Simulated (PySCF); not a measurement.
Work out the structure from these simulated measurements.

Elements present: C, Cl, H, O and Si. Monoisotopic mass: 136.0111 u.

| Quantity | Value |
| --- | --- |
| 13C NMR | chemical shifts (computed TMS as zero) by class: 76.5 (1 C), 35.7 (1 C), 24.9 (1 C), 24.3 (1 C) ppm [GIAO PBE0/pcSseg-1] |
| Polarisability | 83.8 au [CAM-B3LYP/def2-SVPD] |
| Dipole | 2.56 D [CAM-B3LYP/def2-SVPD] |
| Triplet | lowest triplet excitation (Tamm–Dancoff): 7.23 eV [TDA CAM-B3LYP/def2-SVPD] |
| UV, first state | lowest singlet excitation: 7.60 eV (163 nm, f = 0.022) [TDDFT CAM-B3LYP/def2-SVPD] |
| NMR, other nuclei | isotropic shieldings of nuclei other than C and H, by class: 274 (1 O), 333 (1 Si), 895 (1 Cl) ppm [GIAO PBE0/pcSseg-1] |
| 1H NMR | chemical shifts (computed TMS as zero) by class: 5.42 (1 H), 4.05 (1 H), 3.96 (1 H), 2.13 (1 H), 1.18 (3 H), 1.15 (1 H), 0.68 (1 H) ppm [GIAO PBE0/pcSseg-1] |
| Rotational structure | rotational constants A, B, C: 3.009, 1.309, 1.187 GHz [GFN2-xTB] |

The electronic properties come from PySCF, for the isolated species, density fitting. Levels stand in brackets. Geometry: GFN2-xTB, one conformer, isolated molecule. NMR classes are plain means over equivalent atoms (diastereotopic ones count apart unless rotation or inversion swaps them), as if these changed places fast.

Problem. Which formula fits the mass and the elements?

Solution. C4H9ClOSi (calculated 136.0111). No other formula that holds each of these elements comes within 0.0003 u with a fitting electron parity and a possible valence count.

Problem. Give a SMILES that accounts for the data.

Solution. Numbering: `[CH3:1][C@@H:2]1[CH2:3][O:4][Si@H:5]([Cl:6])[CH2:7]1`. Its formula, C4H9ClOSi, gives 1 degree of unsaturation: 1 ring and 0 π bonds in the structure found. 4 carbons fall into 4 classes; from least to most shielded: ring sp3 carbon bound to oxygen [C3] (76.5 ppm), sp3 CH carbon [C2] (35.7 ppm), ring sp3 carbon bound to silicon [C7] (24.9 ppm), methyl carbon [C1] (24.3 ppm). Hydrogen classes from least to most shielded: 1 H on a chlorine-bound silicon, Si5 (5.42 ppm), 1 H on an sp3 carbon bound to oxygen, C3 (4.05 ppm), 1 H on an sp3 carbon bound to oxygen, C3 (3.96 ppm), 1 H on an sp3 CH carbon, C2 (2.13 ppm), 3 H on a methyl carbon, C1 (1.18 ppm), 1 H on an sp3 carbon bound to silicon, C7 (1.15 ppm), 1 H on an sp3 carbon bound to silicon, C7 (0.68 ppm). The other shieldings belong to: 274 ppm, silyl ether oxygen [O4]; 333 ppm, chlorine-bound silicon [Si5]; 895 ppm, silicon-bound chlorine [Cl6]. The optimised geometry has point group C1 and is an asymmetric top. Structure: `C[C@@H]1CO[Si@H](Cl)C1`. Computed isomers that give other values at the same levels: `CO/C(=C/Cl)C[SiH3]` (13C chemical shifts (computed TMS as zero) by class: 167.5 (1 C), 97.7 (1 C), 56.2 (1 C), 16.9 (1 C) ppm); `C[C@@H](Cl)/C=C\O[SiH3]` (13C chemical shifts (computed TMS as zero) by class: 145.8 (1 C), 123.7 (1 C), 54.8 (1 C), 28.5 (1 C) ppm); `C=C[C@@H](Cl)[SiH2]OC` (13C chemical shifts (computed TMS as zero) by class: 146.2 (1 C), 122.8 (1 C), 53.9 (1 C), 51.2 (1 C) ppm). The assignments are read from this structure; whether some other isomer fits the data as well wasn't checked. The mirror image fits equally.
